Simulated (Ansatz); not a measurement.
# Isomers

Structures of BSiH$_{4}$OF, singlet, relaxed at PBE0-D4/def2-TZVP (vibrations not checked; lower isomers may exist, and structures with a doubtful reference or unclear bonds are left out). Program: Ansatz 0.2.0. Basis: def2-TZVPP. Cores are frozen in the correlated methods. B3LYP uses VWN-RPA correlation.

Task: Rank them by CCSD(T) energy, lowest first, and give each one's height above the lowest. Links in brackets join atoms within 1.22 times the sum of their covalent radii (1.1 for two metals). (To be estimated.)
A.
BSiH₄OF ([OH][B]([F])[SiH3])
```
8
angstrom
O 1.2831 0.7585 -1.0929
B 0.8321 -0.0346 -0.1013
F 1.7162 -0.7637 0.5902
Si -1.1444 -0.1401 0.3553
H 2.2404 0.7176 -1.2073
H -1.3532 0.2737 1.7698
H -1.9578 0.7335 -0.5289
H -1.6163 -1.5449 0.2151
```
B.
BSiH₄OF ([BH2][O][SiH2][F])
```
8
angstrom
B -1.1268 0.7895 -0.7455
O -0.3771 0.5277 0.3486
Si 0.8012 -0.5786 0.6359
F 2.1948 0.1853 0.6533
H -0.9929 0.1203 -1.7358
H -1.9134 1.6897 -0.6853
H 0.5737 -1.1496 1.9762
H 0.8404 -1.5844 -0.4474
```
C.
BSiH₄OF ([F][BH]1[OH][SiH2]1)
```
8
angstrom
B 0.7729 -0.3638 -0.5844
Si -0.7403 0.8557 -0.1416
O -0.3097 -0.7505 0.5679
F 0.7262 -1.2524 -1.5934
H -2.1739 0.7309 -0.5132
H -0.6369 1.8411 0.9701
H 1.8315 -0.0972 -0.0831
H 0.0387 -0.8194 1.4616
```
D.
BSiH₄OF ([F][BH][O][SiH3])
```
8
angstrom
B -0.7273 1.6831 -0.3295
O 0.2971 0.9763 0.1702
Si 0.6945 -0.6375 0.1223
F -1.6818 1.0682 -1.0263
H 0.8845 -1.0686 -1.2838
H -0.8083 2.8624 -0.1647
H 1.9597 -0.7770 0.8770
H -0.3764 -1.4400 0.7610
```

Result: By the calculation: D (0.0 kJ/mol), B (8.9 kJ/mol), A (107.1 kJ/mol), C (252.4 kJ/mol). Heights count from the lowest.

Task: Do PBE-D4, r2SCAN-D4, PBE0-D4, B3LYP-D4, wB97M-V, HF, MP2 give the same order? (A judgement: the text doesn't fix the answer.)

Result: The calculation gives: All do.

The T1 diagnostic stays at or below 0.014.

For scale, one of the runs: CCSD(T)/def2-TZVPP, 191 basis functions, launched by `ansatz run in.yaml --threads 2 --pin off --events-out ev --progress --plain --max-ram 4352MiB`. Hardware: 2 CPU threads of an Arm Neoverse V1, shared host. Wall time 61 s; peak host memory 2.1 GiB.
